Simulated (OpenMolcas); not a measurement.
Computed levels of 2s2 2p2 in ions with 6 electrons, in cm-1 above 3P0.

* Program: OpenMolcas 26.06
* Method: SS-CASPT2, IPEA 0.25 Eh, imaginary shift 0.1 Eh
* Basis: ANO-RCC-VQZP
* Scalar Hamiltonian: DKH2, point nucleus
* Spin-orbit coupling: RASSI with atomic mean-field integrals over the reference wave functions, term energies averaged over their components

Active space for each ion: 4 electrons in 4 orbitals (2s 2p); closed shells correlated by CASPT2: 1s.

| Level | C | O2+ | F3+ | Ne4+ |
| --- | --- | --- | --- | --- |
| 3P1 | 15.1 | 104 | 216 | 392 |
| 3P2 | 45.1 | 306 | 630 | 1129 |
| 1D2 | 9680 | 20220 | 25400 | 30440 |
| 1S0 | 20020 | 42420 | 53150 | 63550 |

Problem. Estimate 3P2, 1D2, 1S0 for N+ from its neighbours C and O2+.

Solution. 3P2 is fine structure, which grows about as the fourth power of a screened charge, so the fourth roots are averaged: ((45.1^0.25 + 306^0.25) / 2)^4 = 132. The calculation gives 133, so the estimate is off by -0.8 %; the measured value is 131 (NIST Handbook of Basic Atomic Spectroscopic Data).
1D2 is another term, which grows about linearly with the charge: (9680 + 20220) / 2 = 14950. The calculation gives 14980, so the estimate is off by -0.2 %; the measured value is 15316 (NIST Handbook of Basic Atomic Spectroscopic Data).
1S0 is another term, which grows about linearly with the charge: (20020 + 42420) / 2 = 31220. The calculation gives 31430, so the estimate is off by -0.7 %; the measured value is 32689 (NIST Handbook of Basic Atomic Spectroscopic Data).

CASPT2 breaks the degeneracy within a term, and the mean is taken; among the terms shown or strongly mixed into the levels shown the widest spread is 16 cm-1 (2s2 2p2 1D, C). Over all roots computed the reference weight is 0.93 to 0.99 in C; the roots of lowest weight are the least certain, and an intruder state may touch them. Computed and measured levels are paired by configuration, term and J; levels that our copy of the source lacks, or whose pairing is in doubt (as where it misses far off the trend of its configuration), stay unpaired and out of the deviations. Levels of configurations outside the active space are missing.
